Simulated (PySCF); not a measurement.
CH4MgSSe. Atoms are numbered in the order given.

```xyz
8

Mg     0.3781     0.0395    -0.0822
S      2.2113    -0.8570    -1.1563
C      1.5408    -2.3951    -1.9371
H      1.1650    -3.1071    -1.1887
H      2.3757    -2.8690    -2.4719
H      0.7476    -2.1755    -2.6657
Se    -1.5364     1.0435     1.0346
H     -1.2150     0.2809     2.2607
```
Charge 0, spin multiplicity 1.

The structure is a stationary point at B3LYP-D3(BJ)/def2-SVP. The structure was generated by enumeration; whether it is a known compound was not checked. The values are those of a single conformer.

Level of theory: HF/pcSseg-1 in PySCF.

GIAO shieldings, no solvent; atoms alike by connectivity are averaged. δ = σ(ref) − σ: ³³S against H2S (σ = 725.2 ppm); ¹³C against TMS (σ = 192.6 ppm); ¹H against TMS (σ = 31.99 ppm); ⁷⁷Se against Me2Se (σ = 1942.8 ppm), references at their B3LYP-D3(BJ)/def2-TZVP geometries, non-relativistic.

| nucleus | atoms | count | δ (ppm) |
|---|---|---|---|
| ³³S | S2 | 1 | -72.2 |
| ¹³C | C3 | 1 | 11.0 |
| ¹H | H4, H5, H6 | 3 | 2.28 |
| ¹H | H8 | 1 | -0.52 |
| ⁷⁷Se | Se7 | 1 | -594.4 |
